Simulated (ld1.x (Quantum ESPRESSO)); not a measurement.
# Cs (Z = 55): one change to a TM potential, before and after

```
Element                 : Cs
Generator               : ld1.x (Quantum ESPRESSO) 7.5
Type                    : norm-conserving Troullier–Martins (Kleinman–Bylander form)
Functional              : PBE
Relativity              : fully relativistic
Frozen core             : [Kr] 4d10
Valence charge          : 9
Reference configuration : 5s2 5p6 5d0 6s1 6p0
Partial waves           : 5s (bound): rc 1.80 bohr; 5p (bound): rc 3.30 bohr; 5d (bound, empty): rc 3.95 bohr
Local potential         : all-electron potential smoothed inside 2.10 bohr (lloc = -1)
Core correction         : none
```

Open shells are filled in proportion to 2j + 1 (rel_dist='average').

Occupied shells without a wave of their own: 6s. They enter only through the test configuration that unscreens the potential.

Change: core correction a·sin(br)/r model core inside 1.94 bohr (6s counted twice).

Cutoffs: the cutoffs (Ry, on a coarse ladder) from which the occupation-weighted sum of valence levels, in a spherical-Bessel basis at the reference potential, stays within 10 and 1 mRy of its value at 400 Ry; they do not see the model core or the augmentation charge, which bear on the density cutoff. Errors are all-electron minus pseudo energies relative to the spin-unpolarised reference configuration.

Problem. How do hardness, ghosts and transferability respond?

Solution. The potential gets neither clearly harder nor softer (35 Ry and 70 Ry → 35 Ry and 70 Ry); of the 7 tests that both files solve, the error grows in 5 and shrinks in 2 by more than 15 % and 0.3 meV (median size 22.8 → 53.3 meV); neither file shows a bound ghost. In the changed file ld1.x takes every shell without a wave as core, so the model core holds the 6s electrons as well and exchange and correlation see them twice. This cancels in the reference configuration, but the file is broken for other ones, and its errors say nothing about a proper core correction. A model core, the more so a compact one, raises the density cutoff, which this test does not measure.

```tsv
quantity	base	changed
cutoff, loose	35 Ry	35 Ry
cutoff, tight	70 Ry	70 Ry
bound ghosts	none	none
error for 5s2 5p6 5d0 6s0 6p0, meV [ΔE 3.86 eV]	-58	-177
error for 5s2 5p6 5d0 6s0.5 6p0, meV [ΔE 1.47 eV]	-22	-53
error for 5s2 5p6 5d0 6s0 6p1, meV [ΔE 1.37 eV]	-23	-55
error for 5s2 5p6 5d0.5 6s0.5 6p0, meV [ΔE 0.84 eV]	-17	-21
error for 5s2 5p5 5d0 6s1 6p0, meV [ΔE 17.91 eV]	+13	-5.5
error for 5s2 5p6 5d1 6s0 6p0, meV [ΔE 1.67 eV]	-34	-50
error for 5s1 5p6 5d0 6s1 6p0, meV [ΔE 31.65 eV]	+99	+71
s: phases at 4.31 bohr within 0.05 rad from the reference energy up to (Ry; the scan ends near 5)	-0.1	-0.1
p1/2: phases at 4.31 bohr within 0.05 rad from the reference energy up to (Ry; the scan ends near 5)	0.1	0.1
p3/2: phases at 4.31 bohr within 0.05 rad from the reference energy up to (Ry; the scan ends near 5)	0.1	0.1
d3/2: phases at 4.31 bohr within 0.05 rad from the reference energy up to (Ry; the scan ends near 5)	1.3	1.3
d5/2: phases at 4.31 bohr within 0.05 rad from the reference energy up to (Ry; the scan ends near 5)	1.2	1.2
```
